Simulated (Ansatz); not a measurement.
Species: TeBr2, charge -1, multiplicity 2. 
Coordinates optimised at B3LYP-D3(BJ)/def2-TZVP (Ansatz, a quantum-chemistry and plane-wave program):
```xyz
3

Te     0.0062     0.0039     0.1117
Br     1.2611    -2.4623    -0.0675
Br    -1.2703     2.4565    -0.0984
```
Charge -1, spin multiplicity 2.

Parts of the frozen-core correlation energy in def2-TZVPP (Ansatz, hartree). Frozen orbitals: 37; correlated occupied orbitals by spin: 11 and 10; virtual: 98 and 99. UHF or UKS for open shells. No spin-orbit coupling. Past Kr the def2 sets carry scalar-relativistic core potentials.

| term | value |
|---|---|
| reference (HF) | -5411.96540 |
| MP2 opposite-spin | ? |
| MP2 same-spin | ? |
| CCSD correlation | -0.48606 |
| (T) | ? |
| T1 diagnostic | 0.017 |
| largest doubles amplitude | 0.048 |
| <S^2> of the reference | 0.763 |

What belongs in the gaps?


- MP2 opposite-spin, value: -0.33455
- MP2 same-spin, value: -0.11207
- (T), value: -0.02177
